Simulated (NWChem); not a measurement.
Species: TiO2; SMILES [O]=[Ti]=[O]

```xyz
3

Ti     0.0000     0.0000     0.3963
O      1.3256     0.0000    -0.5271
O     -1.3256     0.0000    -0.5271
```
Atoms are numbered in this order, from 1.

All runs: NWChem. Pople sets run with spherical d functions. Structure relaxed at the PBE0/def2-SVP level. GIAO values for the isolated, static molecule; σ is the absolute isotropic shielding.

Q: Taking B3LYP/pcSseg-2 as the yardstick, which of these has the fewest basis functions while keeping “σ Ti1 (ppm)” within 5 ppm of it: B3LYP/def2-TZVP; B3LYP/6-31G*; B3LYP/def2-SVP?

A: none of them.
| level | basis functions | σ Ti1 (ppm) | relative time (rough) |
|---|---|---|---|
| B3LYP/def2-SVP | 59 | -243.7 | 1 |
| B3LYP/6-31G* | 62 | -196.4 | 4 |
| B3LYP/def2-TZVP | 107 | -267.5 | 6 |
| B3LYP/pcSseg-2 | 145 | -314.1 | 9 |

The yardstick is one finite set, not the basis-set limit.
